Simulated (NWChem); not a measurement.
Molecule: CdHOF; SMILES [OH][Cd][F]

```xyz
4

Cd     0.0033     0.0097     0.0000
F     -0.0260     1.9340     0.0000
O     -0.0898    -1.9428     0.0000
H      0.7935    -2.3297     0.0000
```
Atoms are numbered in this order, from 1.

Computed with NWChem. Medium grid unless said otherwise, to which SCAN and Minnesota functionals are sensitive. All runs use the structure optimised with PBE0/def2-SVP. def2 effective core potentials on Cd; no spin-orbit coupling. B3LYP is NWChem's, with the RPA form of VWN correlation.

Task: Order these by “highest occupied level (eV)”, lowest first: PW91/def2-SVP; LC-BLYP (range parameter 0.33 per bohr)/def2-SVP; LC-wPBE (HJS exchange hole, range parameter 0.4 per bohr)/def2-SVP; r2SCAN0/def2-SVP; TPSSh/def2-SVP.

Result: LC-wPBE (HJS exchange hole, range parameter 0.4 per bohr)/def2-SVP (-10.88), LC-BLYP (range parameter 0.33 per bohr)/def2-SVP (-10.39), r2SCAN0/def2-SVP (-8.39), TPSSh/def2-SVP (-7.16), PW91/def2-SVP (-6.50)
